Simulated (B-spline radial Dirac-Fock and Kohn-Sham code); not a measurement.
**Kr: eigenvalues, ΔSCF and the reference**

System: atomic krypton in the configuration [Ar] 3d10 4s2 4p6.

The density-functional columns are spherical, spin-unpolarised Dirac-Kohn-Sham results without Breit or QED terms: −ε is minus the orbital energy of the initial state and ΔSCF the difference of two total energies. The reference in the last column comes from Dirac-Fock ΔSCF + Breit + QED. All numbers are from a radial B-spline solver, in eV; a selection of levels is shown. For the 1s level of heavy atoms much of the gap between ΔSCF and the reference is the Breit and QED part, -32.9 eV here; for other levels the error of the functional can be larger.

```tsv
level	PBE0 −ε	PBE −ε	PBE ΔSCF	LDA −ε	LDA ΔSCF	Dirac-Fock
K	14218.2	14153.2	14378.8	14130.2	14355.2	14326.1
L1	1888.2	1863.5	1899.5	1860.9	1897.1	1930.7
L2	1704.5	1684.0	1728.7	1683.2	1728.0	1732.2
L3	1650.6	1630.2	1673.5	1629.5	1672.9	1679.3
M1	274.5	263.8	276.7	262.9	275.8	295.9
M2	209.3	200.5	213.2	200.2	213.0	225.0
M3	201.2	192.6	205.1	192.3	204.9	217.0
M4	87.56	82.14	94.67	82.45	94.99	93.42
M5	86.23	80.84	93.30	81.14	93.62	92.18
N1	25.63	23.04	28.79	23.22	28.97	30.99
N2	11.19	9.68	14.78	9.83	14.94	13.68
N3	10.52	9.04	14.06	9.18	14.20	13.01
```

Q: Order the estimates of the K (1s) level by their distance from the Dirac-Fock value, nearest first.
A. LDA −ε
B. PBE0 −ε
C. PBE ΔSCF
D. PBE −ε
E. LDA ΔSCF

A: E (29.0 eV), C (52.6 eV), B (108.0 eV), D (173.0 eV), A (195.9 eV).

For the outermost level NIST gives 13.99961 eV (measured); the differences from it are PBE0 −ε -3.48, PBE −ε -4.96, PBE ΔSCF +0.06, LDA −ε -4.82, LDA ΔSCF +0.20, Dirac-Fock -0.99 eV.

Values without a named source are computed, but for edge energies of neutral atoms, which are taken from tables.
